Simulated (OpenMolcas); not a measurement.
**Fe III: effect of the active space**

```json
{
 "Program": "OpenMolcas 26.06",
 "Method": "CASSCF or its RAS form",
 "Basis": "ANO-R2",
 "Scalar Hamiltonian": "X2C, finite nucleus",
 "Spin-orbit coupling": "state interaction with AMFI integrals over the reference wave functions, term energies averaged over their components"
}
```

A. 6 electrons in 5 orbitals (3d); 2S+1 = 5 even, 5 roots; 2S+1 = 3 even, 45 roots; 2S+1 = 1 even, 50 roots; cost of the order of 28 core-seconds
B. 6 electrons in 6 orbitals (3d 4s); 2S+1 = 5 even, 30 roots; 2S+1 = 7 even, 1 root kept (CI in the orbitals of an earlier block); 2S+1 = 3 even, 122 roots kept (CI in the orbitals of an earlier block, 98 in the spin-orbit step); 2S+1 = 1 even, 96 roots kept (CI in the orbitals of an earlier block, 69 in the spin-orbit step); cost of the order of 90 core-seconds
C. 12 electrons in 8 orbitals (RAS1 3p, at most 2 holes; RAS2 3d); 2S+1 = 5 even, 5 roots; 2S+1 = 3 even, 45 roots; 2S+1 = 1 even, 44 roots; cost about 70 core-seconds
D. 6 electrons in 10 orbitals (3d 4d); 2S+1 = 5 even, 5 roots; 2S+1 = 3 even, 45 roots; 2S+1 = 1 even, 44 roots; cost of the order of 8 core-minutes

Energies in cm⁻¹ above 3d⁶ ⁵D₄, the measured ground level; measured values from Corliss and Sugar, J. Phys. Chem. Ref. Data 11, 135 (1982).

```csv
Level,A,B,C,D,Measured
3d⁶ ⁵D₄,0.0,0.0,0.0,0.0,0.0
3d⁶ ⁵D₃,435,469,439,411,436
3d⁶ ⁵D₂,745,803,748,702,739
3d⁶ ⁵D₁,946,1019,947,889,932
3d⁶ ⁵D₀,1044,1125,1045,981,1027
3d⁶ ³H₆,22580,24003,24259,21947,20051
3d⁶ ³H₅,22810,24253,24476,22155,20301
3d⁶ ³H₄,22985,24442,24698,22309,
3d⁶ ³P₂(1),24727,26299,21446,23959,19405
3d⁶ ³F₄(1),25866,27513,24380,25051,
3d⁶ ³P₁(1),26002,27685,22751,25241,20688
3d⁶ ³F₃(1),26105,27774,24693,25281,21700
3d⁶ ³F₂(1),26282,27967,24860,25449,21857
3d⁶ ³P₀(1),26549,28278,23289,25786,21208
3d⁶ ³G₅,28513,30331,28772,27693,24559
3d⁶ ³G₄,28912,30766,29132,28071,24941
3d⁶ ³G₃,29103,30972,29317,28241,25142
3d⁶ ¹I₆,33970,36169,36403,32942,30356
3d⁶ ¹G₄(1),35822,38172,34199,34751,30886
3d⁶ ³D₁,36896,39269,35075,35627,
3d⁶ ³D₂,36926,39306,35101,35669,
3d⁶ ³D₃,37046,39432,35236,35803,30858
3d⁶ ¹F₃,51554,55011,49799,50023,42897
```

Deviations, from unrounded energies. A percentage is the sum of absolute deviations over the sum of measured energies, with the sign that they share, or ± where signs differ.

```json
{"Against measurement": "mean absolute deviation (cm-1)", "Levels": "18", "A": "3600", "B": "5100", "C": "3000", "D": "2900"}
{"Against measurement": "fine structure of the ground term (%)", "Levels": "4", "A": "±1.2", "B": "+9.0", "C": "+1.4", "D": "-4.8"}
{"Against measurement": "other terms of the ground configuration (%)", "Levels": "14", "A": "+18.4", "B": "+26.0", "C": "+15.2", "D": "+14.8"}
```

C, D lie about equally close to measurement and B furthest from it. The largest miss of D in the table is 3d⁶ ¹F₃, by +7100 cm-1. The ranking rests on the paired levels alone, and a cruder setting can come out closer through cancelling errors.

The spin-orbit steps hold different terms of 3d⁶ (B lacks a ¹D, a ¹S; C lacks a ¹D, a ¹S; D lacks a ¹D, a ¹S), which shifts levels as well.

Among A to D the level of the table that moves most is 3d⁶ ¹F₃, by 5200 cm-1 (lowest in C, highest in B).

Without dynamic correlation excited terms often stand tens of per cent too high (terms of higher spin than the ground term too low), and those without a measured partner can miss by more than the paired ones. Some high roots are left out of the spin-orbit mixing, which shifts the levels that they would mix with (holds for B). Terms from blocks run as CI alone lack orbitals of their own (holds for B). Active for correlation alone: 3p; no level in the range computed is led by a configuration that opens it, so any true level of that kind is missing (holds for C). Active for correlation alone: 4d; no level in the range computed is led by a configuration that fills it, so any true level of that kind is missing (holds for D). Measured partners are found by configuration, term and J. A level has none where our copy of the source lacks it or the pairing is in doubt (some pairs that miss far off the trend of their configuration count as doubtful), and it then counts in no deviation. Only configurations of the active space appear. Levels that lie high or do not pair safely by name in every column are left out.

A number in round brackets counts repeated terms of one configuration in the order of the reference energies.
